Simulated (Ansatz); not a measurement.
This geometry of H2Se + H4OSi (9 atoms, charge 0, multiplicity 1) is a first-order saddle point.

Theory: RKS PBE0/def2-SVP in Ansatz.

```xyz
9
Properties=species:S:1:pos:R:3
Si -0.648 -0.649 -0.062
O 0.257 0.427 1.183
H -1.304 -0.074 -1.269
H -0.199 -2.063 -0.103
H -1.799 -0.672 0.927
H 1.078 0.745 0.621
Se 1.709 0.072 -1.178
H -0.189 1.028 1.801
H 1.095 1.185 -1.920
```

(1) Which two structures does it join? (They come from a converged band through this point; their orientation in space is the band's.)

(2) How far does it lie above each of them?

Results:

(1) Bonds broken: Si1–O2, H6–Se7. Bonds formed: Si1–Se7, O2–H6. H2Se + H4OSi becomes H2O + H4SeSi.

Image 0:

```xyz
9
Properties=species:S:1:pos:R:3
Si -1.270 -0.992 0.355
O -0.197 0.236 0.736
H -2.240 -0.565 -0.701
H -0.438 -2.119 -0.142
H -2.050 -1.417 1.558
H 1.658 0.770 -0.184
Se 2.913 1.242 -0.799
H -0.565 1.037 1.122
H 2.188 1.809 -1.946
```

Image 8:

```xyz
9
Properties=species:S:1:pos:R:3
Si -0.692 -0.746 -0.640
O 0.719 0.320 2.023
H -1.465 -1.223 -1.826
H -0.269 -1.906 0.185
H -1.540 0.218 0.114
H 1.259 0.569 1.259
Se 1.256 0.254 -1.359
H 0.185 1.106 2.179
H 0.548 1.408 -1.934
```

(2) 1.05 eV above the first and 0.93 eV above the second. This is the barrier of this one path; another mechanism may lie lower. The orbitals stay closed-shell, which can raise the energy where a bond breaks towards radicals; this wasn't checked here.

Run time: 5.4 min on 2 threads of Arm Neoverse V1, on a shared host, peak memory 0.22 GiB.
